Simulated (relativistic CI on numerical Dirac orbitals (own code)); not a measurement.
## Ru3+ (4d5) in a crystal field

Calculated by Dirac-Coulomb-Breit CI, orbitals from a KLI potential per configuration, model QED, valence Slater integrals scaled by 0.9, one configuration in a parametric crystal field (own radial code). With so little scaling, terms lie 10 to 35 % too far apart, which can change the order of excited levels.

Field parameters in Wybourne normalisation: D4h B²₀ = −7Ds, B⁴₀ = 21(Dq − Dt), B⁴₄ = 21√(5/14) Dq. The field is a parameter set, without covalency.

S is read from ⟨S²⟩ = S(S + 1).

Levels (cm⁻¹, degeneracy): 0 (2), 1854 (2), 2569 (2), 10054 (2), 10342 (2), 14003 (2), 14140 (2), 14297 (2), 14336 (2), 16306 (2), 16472 (2), 16744 (2).

Question: Which field gives this pattern?
A. D4h, 10Dq = 32800, Ds = 1360, Dt = 740 cm⁻¹
B. D4h, 10Dq = 32800, Ds = -1090, Dt = 740 cm⁻¹
C. D4h, 10Dq = 32800, Ds = 950, Dt = 740 cm⁻¹
D. D4h, 10Dq = 32800, Ds = 140, Dt = 740 cm⁻¹

Answer: C. D4h, 10Dq = 32800, Ds = 950, Dt = 740 cm⁻¹, ground level with S = 0.54.
